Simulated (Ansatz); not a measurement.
Frontier orbitals of C$_{9}$H$_{12}$ (`Cc1ccc(C)c(C)c1`).

The species carries charge 0 and has multiplicity 1. The geometry is a stationary point of PBE0-D4/def2-TZVP. Basis def2-TZVPP, Ansatz.

```csv
functional,HOMO (eV),LUMO (eV),gap (eV)
PBE,-5.56,-0.87,4.69
BLYP,-5.39,-0.72,4.67
PBE0,-6.51,0.03,6.54
r2SCANh,-6.06,-0.35,5.71
r2SCAN0,-6.61,0.13,6.74
LC-ωPBE,-8.95,2.13,11.08
ωB97M-V,-8.56,1.99,10.55
```

From PBE to PBE0 the HOMO moves by −0.95 eV and the LUMO by +0.90 eV, and with ωB97M-V by −3.00 and +2.87 eV, so the gap grows from 4.69 to 10.55 eV with exact exchange. A positive LUMO is unbound and depends on the basis.

LC-ωPBE has ω = 0.4 bohr⁻¹.
